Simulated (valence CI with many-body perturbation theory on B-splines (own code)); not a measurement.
**V2+: calculated level list**

Computed by valence CI with perturbative core correlation (CI+MBPT): three valence electrons over a frozen Dirac-Fock core [Ar], a basis of 9 s, 9 p, 10 d, 8 f, 5 g, 3 h, 1 i functions for each j, with the one-electron correlation potential Σ1, the two-electron term Σ2, the three-electron term Σ3, Breit, model QED; selected CI, second order for the rest, scaled by the run's own slope (own B-spline code, finite nucleus).

Set against measurement, 63 paired levels are off by 855 cm⁻¹ on average, the worst by 1608. These come from a selection out of Sugar and Corliss, J. Phys. Chem. Ref. Data 7, 1191 (1978). Levels without a partner in it may be off by more, other configurations by 1,000 to 8,000 cm⁻¹. 1 measured level below the end of the list, from 89458 cm⁻¹ on, found no clear computed partner, and computed levels of the same name lie up to 1940 cm⁻¹ from them.

Levels 1 to 45 of 70, with energies above the lowest level, 3d3 4F_3/2. "Leading %" is the weight of the configuration and term that name the level; weights of strongly mixed levels are sums over their largest components and can fall short. Lifetimes count E1, E2, E3, M1 and M2 decay at the calculated energies, and are blank where another channel may lead or the interval is too uncertain; long ones can be off by a factor of two.

| No. | Configuration | Term | J | E (eV) | Leading % | Second component | g | Lifetime |
| --- | --- | --- | --- | --- | --- | --- | --- | --- |
| 1 | 3d3 | 4F | 3/2 | 0.000 | 99 |  | 0.399 |  |
| 2 | 3d3 | 4F | 5/2 | 0.018 | 99 |  | 1.028 | 7850 s |
| 3 | 3d3 | 4F | 7/2 | 0.042 | 99 |  | 1.238 | 3140 s |
| 4 | 3d3 | 4F | 9/2 | 0.072 | 99 |  | 1.334 | 2680 s |
| 5 | 3d3 | 4P | 1/2 | 1.464 | 99 |  | 2.665 | 19.5 s |
| 6 | 3d3 | 2G | 7/2 | 1.473 | 99 |  | 0.888 | 43.8 s |
| 7 | 3d3 | 4P | 3/2 | 1.473 | 98 |  | 1.732 | 20.4 s |
| 8 | 3d3 | 4P | 5/2 | 1.495 | 99 |  | 1.601 | 21.2 s |
| 9 | 3d3 | 2G | 9/2 | 1.500 | 99 |  | 1.110 | 25.1 s |
| 10 | 3d3 | 2P | 3/2 | 1.976 | 75 | 23 % 3d3 2D | 1.213 |  |
| 11 | 3d3 | 2P | 1/2 | 1.976 | 99 |  | 0.671 | 62.7 s |
| 12 | 3d3 | 2H | 9/2 | 2.031 | 99 |  | 0.910 |  |
| 13 | 3d3 | 2H | 11/2 | 2.051 | 99 |  | 1.091 |  |
| 14 | 3d3 | 2D | 3/2 | 2.079 | 76 | 23 % 3d3 2P | 0.923 |  |
| 15 | 3d3 | 2D | 5/2 | 2.087 | 99 |  | 1.200 | 15.5 s |
| 16 | 3d3 | 2F | 7/2 | 3.453 | 98 |  | 1.143 | 5.28 s |
| 17 | 3d3 | 2F | 5/2 | 3.467 | 98 |  | 0.857 | 5.43 s |
| 18 | 3d2.4s | 4F | 3/2 | 5.317 | 99 |  | 0.399 | 13.6 ms |
| 19 | 3d3 | 2D | 5/2 | 5.326 | 97 |  | 1.200 | 139 ms |
| 20 | 3d2.4s | 4F | 5/2 | 5.338 | 98 |  | 1.028 | 13.5 ms |
| 21 | 3d3 | 2D | 3/2 | 5.338 | 97 |  | 0.799 | 135 ms |
| 22 | 3d2.4s | 4F | 7/2 | 5.367 | 99 |  | 1.238 | 13.4 ms |
| 23 | 3d2.4s | 4F | 9/2 | 5.405 | 99 |  | 1.334 | 13.2 ms |
| 24 | 3d2.4s | 2F | 5/2 | 5.994 | 97 |  | 0.857 | 18.2 ms |
| 25 | 3d2.4s | 2F | 7/2 | 6.053 | 97 |  | 1.143 | 17.9 ms |
| 26 | 3d2.4s | 2D | 5/2 | 6.887 | 82 | 16 % 3d2.4s 4P | 1.266 |  |
| 27 | 3d2.4s | 2D | 3/2 | 6.898 | 91 | 7 % 3d2.4s 4P | 0.864 | 11.0 ms |
| 28 | 3d2.4s | 4P | 1/2 | 6.939 | 99 |  | 2.670 | 5.04 ms |
| 29 | 3d2.4s | 4P | 3/2 | 6.956 | 92 | 7 % 3d2.4s 2D | 1.671 | 5.24 ms |
| 30 | 3d2.4s | 4P | 5/2 | 6.986 | 83 | 16 % 3d2.4s 2D | 1.535 |  |
| 31 | 3d2.4s | 2P | 1/2 | 7.590 | 97 |  | 0.666 | 13.4 ms |
| 32 | 3d2.4s | 2P | 3/2 | 7.615 | 97 |  | 1.333 | 13.3 ms |
| 33 | 3d2.4s | 2G | 9/2 | 7.717 | 98 |  | 1.111 | 7.47 ms |
| 34 | 3d2.4s | 2G | 7/2 | 7.718 | 98 |  | 0.888 | 7.48 ms |
| 35 | 3d2.4p | 4G° | 5/2 | 10.430 | 95 |  | 0.580 | 2.50 ns |
| 36 | 3d2.4p | 4G° | 7/2 | 10.473 | 96 |  | 0.988 | 2.47 ns |
| 37 | 3d2.4p | 4G° | 9/2 | 10.526 | 97 |  | 1.173 | 2.44 ns |
| 38 | 3d2.4p | 4F° | 3/2 | 10.570 | 96 |  | 0.410 | 989 ps |
| 39 | 3d2.4p | 4G° | 11/2 | 10.588 | 98 |  | 1.273 | 2.43 ns |
| 40 | 3d2.4p | 4F° | 5/2 | 10.597 | 96 |  | 1.029 | 983 ps |
| 41 | 3d2.4p | 4F° | 7/2 | 10.632 | 97 |  | 1.236 | 980 ps |
| 42 | 3d2.4p | 4F° | 9/2 | 10.672 | 97 |  | 1.331 | 978 ps |
| 43 | 3d2.4p | 2F° | 5/2 | 10.715 | 87 | 5 % 3d2.4p 2D° | 0.880 | 1.65 ns |
| 44 | 3d2.4s | 2S | 1/2 | 10.739 | 98 |  | 2.002 |  |
| 45 | 3d2.4p | 2F° | 7/2 | 10.769 | 91 | 5 % 3d2.4p 4D° | 1.157 | 1.56 ns |

Where two levels of one J and parity lie close, their mixing, g and order are uncertain.

The ionisation energy to 3d2 3F_2 of the next ion comes out as 29.035 eV (NIST: 29.3111 eV (measured), further off than twice its uncertainty). All 70 levels together are meant to be complete up to 12.675 eV.
